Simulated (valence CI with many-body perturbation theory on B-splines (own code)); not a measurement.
Energy levels of Te47+

Level of theory: relativistic CI+MBPT: three valence electrons over a frozen Dirac-Fock core [He], radial functions for each j: 11 s, 11 p, 10 d, 8 f, 5 g, 2 h, with the one-electron correlation potential Σ1 (screened to all orders), the two-electron term Σ2, the three-electron term Σ3, Breit, model QED; selected single and double excitations, second order for the rest, scaled by the run's own slope (own B-spline code, finite nucleus).

The last digits are not significant, and no measured levels were compared; by estimate large intervals hold to a few tenths of a per cent, small ones and those within an open d or f shell to about a per cent.

Levels 1 to 45 of 175, with energies above the lowest level, (2s^2 2p1/2) J=1/2. "Leading %" is the weight of the configuration and term that name the level; weights of strongly mixed levels are sums over their largest components and can fall short. In the jj column 3d3/2^4 stands for four electrons in 3d with j = 3/2. Lifetimes count E1, E2, E3, M1 and M2 decay at the calculated energies, and are blank where another channel may lead or the interval is too uncertain; long ones can be off by a factor of two.

```tsv
No.	Configuration	Term	J	E (eV)	Leading %	Lifetime	Second component	g	Leading jj
1	2s²2p	²P°	1/2	0.0	100			0.643	2s^2 2p1/2 (100 %)
2	2s2p²	⁴P	1/2	154.2	60	121 ps	27 % 2s2p² ²S	2.199	2s 2p1/2^2 (97 %)
3	2s²2p	²P°	3/2	303.6	98	2.71 ns		1.317	2s^2 2p3/2 (98 %)
4	2s2p²	⁴P	3/2	411.4	93	380 ps	5 % 2s2p² ²D	1.661	2s 2p1/2 2p3/2 (99 %)
5	2s2p²	²D	5/2	441.9	56	268 ps	44 % 2s2p² ⁴P	1.359	2s 2p1/2 2p3/2 (99 %)
6	2s2p²	²D	3/2	489.9	67	1.93 ps	32 % 2s2p² ²P	0.961	2s 2p1/2 2p3/2 (99 %)
7	2s2p²	²P	1/2	490.7	72	1.48 ps	26 % 2s2p² ⁴P	1.207	2s 2p1/2 2p3/2 (97 %)
8	2p³	²P°	3/2	655.9	45	2.25 ps	28 % 2p³ ⁴S°	1.366	2p1/2^2 2p3/2 (98 %)
9	2s2p²	⁴P	5/2	733.2	56	8.86 ps	44 % 2s2p² ²D	1.405	2s 2p3/2^2 (99 %)
10	2s2p²	²S	1/2	803.7	70	1.80 ps	15 % 2s2p² ²P	1.874	2s 2p3/2^2 (99 %)
11	2s2p²	²P	3/2	804.8	66	1.06 ps	28 % 2s2p² ²D	1.194	2s 2p3/2^2 (99 %)
12	2p³	⁴S°	3/2	929.5	54	1.19 ps	46 % 2p³ ²D°	1.435	2p1/2 2p3/2^2 (100 %)
13	2p³	²D°	5/2	948.6	100	1.39 ps		1.182	2p1/2 2p3/2^2 (100 %)
14	2p³	²P°	1/2	985.3	100	1.02 ps		0.643	2p1/2 2p3/2^2 (100 %)
15	2p³	²P°	3/2	1264.8	54	804 fs	28 % 2p³ ²D°	1.283	2p3/2^3 (99 %)
16	2s²3s	²S	1/2	4762.5	97	17.6 fs		1.993	2s^2 3s (97 %)
17	2s²3p	²P°	1/2	4816.3	95	413 fs		0.670	2s^2 3p1/2 (95 %)
18	2s2p3s	⁴P°	1/2	4867.7	87	19.4 fs	12 % 2s2p3s ²P°	2.394	2s 2p1/2 3s (98 %)
19	2s2p3s	⁴P°	3/2	4881.8	53	20.7 fs	31 % 2s2p3s ²P°	1.530	2s 2p1/2 3s (83 %)
20	2s2p3s	²P°	1/2	4904.5	94	25.3 fs	5 % 2s2p3s ⁴P°	0.740	2s 2p1/2 3s (98 %)
21	2s²3p	²P°	3/2	4910.6	82	69.5 fs	12 % 2s2p3s ⁴P°	1.374	2s^2 3p3/2 (82 %)
22	2s2p3p	⁴D	1/2	4913.1	72	24.6 fs	20 % 2s2p3p ²P	0.261	2s 2p1/2 3p1/2 (100 %)
23	2s2p3p	⁴D	3/2	4930.5	40	4.98 fs	18 % 2s2p3p ²D	1.099	2s 2p1/2 3p1/2 (90 %)
24	2s²3d	²D	3/2	4949.4	89	3.53 fs	5 % 2s2p3p ⁴D	0.829	2s^2 3d3/2 (89 %)
25	2s2p3p	⁴P	1/2	4958.1	51	19.4 fs	28 % 2s2p3p ²S	2.010	2s 2p1/2 3p1/2 (98 %)
26	2s²3d	²D	5/2	4973.1	97	2.70 fs		1.194	2s^2 3d5/2 (97 %)
27	2s2p3p	⁴P	3/2	5011.0	30	21.5 fs	26 % 2s2p3p ⁴D	1.407	2s 2p1/2 3p3/2 (100 %)
28	2s2p3p	²P	1/2	5024.2	31	7.37 fs	14 % 2s2p3p ⁴P	1.375	2s 2p1/2 3p3/2 (80 %)
29	2s2p3p	⁴D	5/2	5031.6	50	150 fs	32 % 2s2p3p ²D	1.342	2s 2p1/2 3p3/2 (97 %)
30	2s2p3p	²D	3/2	5034.6	46	9.39 fs	18 % 2s2p3p ²P	1.245	2s 2p1/2 3p3/2 (98 %)
31	2s2p3d	⁴F°	3/2	5042.2	73	11.1 fs	12 % 2s2p3d ²D°	0.553	2s 2p1/2 3d3/2 (99 %)
32	2s2p3d	⁴F°	5/2	5061.3	58	11.3 fs	17 % 2s2p3d ²F°	1.039	2s 2p1/2 3d3/2 (87 %)
33	2s2p3d	⁴D°	1/2	5072.4	53	1.60 fs	29 % 2s2p3d ²P°	0.423	2s 2p1/2 3d3/2 (86 %)
34	2p²3s	⁴P	1/2	5074.7	42	16.7 fs	22 % 2p²3s ²S	1.918	2p1/2^2 3s (79 %)
35	2s2p3d	⁴D°	3/2	5075.6	33	2.14 fs	21 % 2s2p3d ⁴P°	1.237	2s 2p1/2 3d3/2 (91 %)
36	2s2p3d	⁴P°	5/2	5077.4	39	2.79 fs	25 % 2s2p3d ⁴D°	1.338	2s 2p1/2 3d5/2 (92 %)
37	2s2p3d	⁴F°	7/2	5094.9	42	2.98 fs	32 % 2s2p3d ²F°	1.245	2s 2p1/2 3d5/2 (98 %)
38	2s2p3d	²D°	3/2	5105.3	44	2.94 fs	39 % 2s2p3d ²P°	1.056	2s 2p1/2 3d5/2 (90 %)
39	2s2p3d	²F°	5/2	5105.4	57	2.95 fs	17 % 2s2p3d ²D°	1.047	2s 2p1/2 3d5/2 (94 %)
40	2p²3p	⁴D°	1/2	5111.6	37	39.4 fs	36 % 2p²3p ²P°	0.631	2p1/2^2 3p1/2 (85 %)
41	2s2p3s	⁴P°	5/2	5171.4	99	28.0 fs		1.583	2s 2p3/2 3s (99 %)
42	2s2p3s	²P°	3/2	5188.7	78	15.3 fs	21 % 2s2p3s ⁴P°	1.396	2s 2p3/2 3s (98 %)
43	2p²3p	²P°	3/2	5205.7	30	9.76 fs	22 % 2p²3p ⁴D°	1.330	2p1/2^2 3p3/2 (95 %)
44	2s2p3p	⁴P	3/2	5230.3	48	27.4 fs	24 % 2s2p3p ⁴S	1.633	2s 2p3/2 3p1/2 (99 %)
45	2s2p3p	²D	5/2	5232.9	43	11.4 fs	34 % 2s2p3p ⁴D	1.334	2s 2p3/2 3p1/2 (99 %)
```

The ionisation energy to 2s² ¹S0 of the next ion comes out as 8494.4 eV (NIST: 8499 ± 4 eV (theoretical)). All 175 levels together are meant to be complete up to 6905.5 eV.
